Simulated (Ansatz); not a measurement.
`C[SiH](N)[AlH][Cl]` and `C[SiH](N)CN` differ in one atom or group.

Ansatz, PBE0-D4/def2-TZVP geometries, multiplicity 1. Each molecule was computed in one conformer, which needn't be the lowest.

```tsv
property	`C[SiH](N)[AlH][Cl]`
HOMO–LUMO gap (B3LYP/def2-TZVPP) / eV	4.98
LUMO energy (B3LYP/def2-TZVPP) / eV	-1.90
HOMO–LUMO gap (PBE/def2-TZVPP) / eV	3.37
size of the dipole moment (B3LYP/def2-TZVPP) / D	2.62
HOMO energy (PBE0/def2-TZVPP) / eV	-7.06
HOMO energy (ωB97M-V/def2-TZVPP) / eV	-9.12
```

What does the change do to each property? (Estimate.)

The calculation gave: 
| property | `C[SiH](N)CN` | shift |
| --- | --- | --- |
| HOMO–LUMO gap (B3LYP/def2-TZVPP) / eV | 6.79 | 1.81 |
| LUMO energy (B3LYP/def2-TZVPP) / eV | 0.42 | 2.32 |
| HOMO–LUMO gap (PBE/def2-TZVPP) / eV | 5.06 | 1.69 |
| size of the dipole moment (B3LYP/def2-TZVPP) / D | 1.44 | -1.18 |
| HOMO energy (PBE0/def2-TZVPP) / eV | -6.60 | 0.46 |
| HOMO energy (ωB97M-V/def2-TZVPP) / eV | -9.00 | 0.12 |

With PBE0 the HOMO rises by 0.46 eV and the LUMO rises by 2.47 eV, so the gap widens by about 2.01 eV. PBE moves the HOMO by 0.71 eV and ωB97M-V by 0.12 eV. Dipoles are sizes alone; their direction can turn.

B3LYP here is the variant with VWN-RPA as its local correlation; programs differ in this.
